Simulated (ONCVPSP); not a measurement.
**B, ONCV: configuration errors across variants**

```json
{"Element": "B", "Generator": "ONCVPSP 4.0.1", "Type": "optimised norm-conserving Vanderbilt (ONCV)", "Functional": "PBEsol", "Relativity": "scalar-relativistic", "Frozen core": "none", "Valence charge": "5", "Reference configuration": "1s2 2s2 2p0.5 (charge +0.5)", "Partial waves": "1s+2s: rc 0.70 bohr, ncon 4, nbas 8, qcut 13 1/bohr, 2 projectors; 2p: rc 2.15 bohr, ncon 4, nbas 8, qcut 7.9 1/bohr, 1 projector; d scattering state at 0.37 Ha: rc 1.85 bohr, ncon 5, nbas 9, qcut 5.7 1/bohr, 2 projectors, debl 2.9 Ha", "Local potential": "polynomial inside 0.50 bohr (lpopt 5, dvloc0 0 Ha)", "Core correction": "none"}
```

All-electron excitation energies from the reference (eV): (1) 1s2 2s2 2p1 -2.855; (2) 1s2 2s2 2p0 5.284; (3) 1s2 2s1 2p0 30.546; (4) 1s2 2s0 2p3 8.801.

2 further variants failed, have other tests or too few solved ones, and are left out.

A true bound ghost makes a file unfit for plane-wave use even where its test errors are small: the radial tests pick states by their node count and pass the ghost by.

Errors AE − PS in meV (a dash: test not solved or not reliable):

| change | (1) | (2) | (3) | (4) | bound ghosts | GHOST(+) flags above zero |
| --- | --- | --- | --- | --- | --- | --- |
| base | +1.5 | +4.7 | +24 | +2.7 | d | none |
| local potential polynomial inside 0.60 bohr (lpopt 4, dvloc0 0 Ha) | +1.5 | +4.7 | +24 | +2.7 | none | d |
| p: nbas 9 | +1.5 | +4.7 | +24 | +2.6 | d | none |

(1) Give the same row for: s: nproj 3.

## Answers

(1) +1.5, +4.7, +23, +2.6; bound ghosts: d; GHOST(+) flags above zero: s.
